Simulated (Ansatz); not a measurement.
Consider the ligand exchange at the Si–N bond: `C[N]([SiH2]Cl)[GeH2][Cl]` + `CN[SiH2]O` → `CN([SiH2]O)[SiH2]Cl` + `C[NH][GeH2][Cl]`.

Program: Ansatz. Geometries: PBE0-D4/def2-TZVP. ΔE: electronic, gas phase. CCSD(T)/CBS is the MP2 limit (def2-TZVPP, def2-QZVPP) plus CCSD(T) − MP2 in def2-TZVPP, frozen cores. Functionals use def2-TZVPP. B3LYP here is the variant with VWN-RPA as its local correlation; programs differ in this. For Ge outer-core shells are correlated without core-valence functions, which leaves a few kJ/mol of doubt a bond. Scalar relativity is left out up to krypton. Each species was taken in one conformer, which may not be the lowest.

(1) Is it downhill or uphill in electronic energy at CCSD(T)/CBS, and by how much? (An estimate is asked.)

(2) What do these levels give: B3LYP-D4, ωB97M-V, PBE, PBE0, HF/def2-TZVPP, MP2/def2-TZVPP, CCSD/def2-TZVPP, CCSD(T)/def2-TZVPP, HF/def2-QZVPP, HF/CBS(def2), MP2/CBS(def2), CCSD/CBS(def2)? (Estimate.)

Largest T1 diagnostic among the species: 0.011.

Results:

(1) Computed: Uphill: ΔE = +3.3 kJ/mol.

(2) Ansatz gave: B3LYP-D4 1.2, ωB97M-V 1.6, PBE 2.5, PBE0 2.6, HF/def2-TZVPP 3.2, MP2/def2-TZVPP 4.8, CCSD/def2-TZVPP 4.1, CCSD(T)/def2-TZVPP 3.9, HF/def2-QZVPP 3.3, HF/CBS(def2) 3.3, MP2/CBS(def2) 4.1, CCSD/CBS(def2) 3.5 kJ/mol.
